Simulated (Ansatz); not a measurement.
Cost and result for the atomization energy of ClF$_{3}$H$_{2}$Si$_{2}$, SMILES `F[Si](F)(F)[SiH2]Cl` (8 atoms, 7 bonds).

Charge 0, multiplicity 1. All single points use the PBE0-D4/def2-TZVP geometry. It is one conformer, not always the lowest. Program: Ansatz. All runs use 4 threads of a server CPU on a shared host. Times are those of one run each, without the atoms' runs, and a repeat can differ threefold. Electronic energies, without spin–orbit coupling; frozen cores. CCSD(T)/CBS adds CCSD(T) − MP2 in def2-TZVPP to the MP2 limit, and its time is that of the two runs behind it. T1 = 0.012. B3LYP takes the VWN-RPA correlation (the form of Gaussian; ORCA's B3LYP/G). HSE06 is the plane-wave form, built on full-range PBE exchange.

CCSD(T)/CBS is a level of theory with its own doubt, some kJ/mol a heavy atom from the limit and from the frozen cores, so smaller differences don't rank the functionals.

```tsv
level	functions	wall time
BLYP-D4/def2-TZVPP	247	2.2 s
PBE-D4/def2-TZVPP (with forces)	247	3.1 s
BHLYP-D4/def2-TZVPP	247	3.7 s
HSE06-D4/def2-TZVPP	247	3.9 s
B3LYP-D4/def2-TZVPP (with forces)	247	5.5 s
B2PLYP/def2-TZVPP	247	6 s
PBE-QIDH/def2-TZVPP	247	6 s
CCSD(T)/def2-SVP	106	6 s
ωB97X-V/def2-TZVPP	247	9 s
ωB97M-V/def2-TZVPP (with forces)	247	13 s
MP2/def2-QZVPP	441	20 s
CCSD(T)/def2-TZVPP	247	3.8 min
CCSD(T)/CBS(def2)	–	4.1 min
```

(1) What atomization energy does each give, and how far from CCSD(T)/CBS? (Estimate.)

## Answers

(1) The calculation gave: 
```csv
level,atomization (kcal/mol),difference from CCSD(T)/CBS,per bond
BLYP-D4/def2-TZVPP,720.7,-13.2,-1.9
PBE-D4/def2-TZVPP (with forces),733.1,-0.8,-0.1
BHLYP-D4/def2-TZVPP,700.5,-33.4,-4.8
HSE06-D4/def2-TZVPP,718.9,-15.0,-2.1
B3LYP-D4/def2-TZVPP (with forces),720.2,-13.7,-2.0
B2PLYP/def2-TZVPP,718.0,-15.9,-2.3
PBE-QIDH/def2-TZVPP,720.8,-13.1,-1.9
CCSD(T)/def2-SVP,659.8,-74.1,-10.6
ωB97X-V/def2-TZVPP,732.8,-1.1,-0.2
ωB97M-V/def2-TZVPP (with forces),729.4,-4.5,-0.6
MP2/def2-QZVPP,751.3,17.4,2.5
CCSD(T)/def2-TZVPP,709.1,-24.8,-3.5
CCSD(T)/CBS(def2),733.9,0.0,0.0
```

From r2SCAN to r2SCAN0 (25 % exact exchange), in def2-TZVPP and without D4, the atomization energy moves by −16.5 kcal/mol: exact exchange takes away binding that semilocal exchange gives to molecules. In def2-TZVPP, CCSD(T) changes the Hartree–Fock value by +160.0 kcal/mol (the triples alone add +11.0 kcal/mol) and MP2 by +186.9 kcal/mol; breaking electron pairs costs correlation energy, which Hartree–Fock lacks. At CCSD(T), def2-SVP lies −74.1 kcal/mol from the extrapolated value and def2-TZVPP −24.8 kcal/mol: correlation converges slowly with the basis, and small sets miss more of it in the bonded molecule than in its fragments.
